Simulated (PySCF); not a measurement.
Structure with atom numbers: `[O:1]=[C:2]1[O:3][CH2:4][CH:5]=[C:6]1[CH2:7][SiH2:8][F:9]` (H(Xn): hydrogen on atom n).

[PySCF 2.14.0 with density-fitted response routines: NMR shieldings at PBE0/pcSseg-1/GIAO; GFN2-xTB structure; gas phase; a single conformation; non-relativistic Hamiltonian; averaged over atoms made equivalent by symmetry, fast rotation or ring inversion]

Scale: TMS for ¹³C (σ = 186.93 ppm) (reference shieldings calculated alike).

Q: Do the ¹³C shifts follow the atomic charges (in e)? Tabulate both.

A: 
```json
{"atoms": "C2", "hybridisation": "sp2", "δ (ppm)": "178.2", "σ para (ppm)": "-242", "Hirshfeld": "+0.19", "IAO": "+0.50", "Mulliken": "+0.57", "ESP-fitted": "+0.75"}
{"atoms": "C5", "hybridisation": "sp2", "δ (ppm)": "150.3", "σ para (ppm)": "-217", "Hirshfeld": "-0.04", "IAO": "-0.16", "Mulliken": "-0.15", "ESP-fitted": "-0.32"}
{"atoms": "C6", "hybridisation": "sp2", "δ (ppm)": "138.3", "σ para (ppm)": "-218", "Hirshfeld": "-0.01", "IAO": "-0.05", "Mulliken": "-0.34", "ESP-fitted": "+0.04"}
{"atoms": "C4", "hybridisation": "sp3", "δ (ppm)": "73.4", "σ para (ppm)": "-134", "Hirshfeld": "+0.01", "IAO": "-0.06", "Mulliken": "+0.15", "ESP-fitted": "+0.14"}
{"atoms": "C7", "hybridisation": "sp3", "δ (ppm)": "19.7", "σ para (ppm)": "-84", "Hirshfeld": "-0.16", "IAO": "-0.57", "Mulliken": "-0.41", "ESP-fitted": "-0.54"}
```

Correlation coefficients of δ with charge over these carbons: Hirshfeld +0.77, IAO +0.82, Mulliken +0.53, ESP-fitted +0.65; with the paramagnetic shielding -0.99. With so few points, grouped by hybridisation, these coefficients are fragile. Charge is one influence among several: hybridisation and low-lying excitations act through the paramagnetic term.

Shifts are as computed. Against solution values, carbons near 30 ppm lie about +3 ppm off and those near 130 ppm about +5 ppm. Of 1211 compounds with measured shifts, 218 miss one by over three times the rms of a fit or turn the order of signals round; such compounds aren't used in these exercises.
